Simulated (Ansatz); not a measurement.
(MgTe)2 ring (Mg2Te2). Charge 0, multiplicity 3. Geometry PBE-D4/def2-SVP, that of the neutral singlet; atoms count from 1.

```xyz
4

Mg    0.5071   -0.1880    1.2968
Te    1.1370    1.9784   -0.1578
Mg   -0.5071    0.1880   -1.2967
Te   -1.1370   -1.9784    0.1578
```

In the def2 sets Te takes a core potential; there is no spin–orbit coupling. At PBE0-D4/def2-TZVP a singlet of charge 0 lies 1.85 eV below the triplet at the same geometry.

**Question.** Estimate the Mulliken populations from the PBE0/def2-TZVP orbitals of Ansatz.

**Answer.** 
| atom | charge (e) | spin (α − β) |
| --- | --- | --- |
| Mg1 | 0.38 | 0.45 |
| Te2 | -0.38 | 0.55 |
| Mg3 | 0.38 | 0.45 |
| Te4 | -0.38 | 0.55 |
Mulliken values and Mayer orders depend strongly on the basis.

**Question.** Where does the spin sit?

**Answer.** Summed by element: Mg 0.90, Te 1.10, of 2 unpaired in all. Largest on single atoms: Te2 0.55, Te4 0.55, Mg1 0.45.

**Question.** And the Mayer bond orders between bonded heavy atoms (over 0.3)?

**Answer.** Mg1–Te2 0.80 (2.68 Å); Mg1–Mg3 0.34 (2.81 Å); Mg1–Te4 0.80 (2.68 Å); Te2–Mg3 0.80 (2.68 Å); Mg3–Te4 0.80 (2.68 Å). Values over 0.3 also appear between atoms too far apart for a bond (Te2–Te4 0.39 at 4.57 Å); they arise where an orbital or an unpaired electron spreads over both atoms.
